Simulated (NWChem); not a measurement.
System: HTeOCl; SMILES Cl[Te]O

```xyz
4

Te     0.3296     0.4151     0.0037
Cl    -0.1984    -1.8988     0.0063
O     -1.4913     1.1859     0.0674
H     -1.8335     1.2060    -0.8370
```
Atoms are numbered in this order, from 1.

Structure relaxed at the PBE0/def2-SVP level. def2 effective core potentials on Te; no spin-orbit coupling.

**Question.** List the 4 lowest vertical singlet excitations from PBE/def2-SVPD with def2 effective core potentials on Te, full TDDFT (NWChem).

**Answer.** 
| state | energy (eV) | oscillator strength | leading excitation (squared amplitude) |
|---|---|---|---|
| S1 | 2.38 | 0.001 | HOMO → LUMO (0.99) |
| S2 | 2.84 | 0.001 | HOMO → LUMO+1 (0.99) |
| S3 | 4.79 | 0.005 | HOMO−1 → LUMO (0.94) |
| S4 | 5.00 | 0.002 | HOMO−2 → LUMO (0.73) |
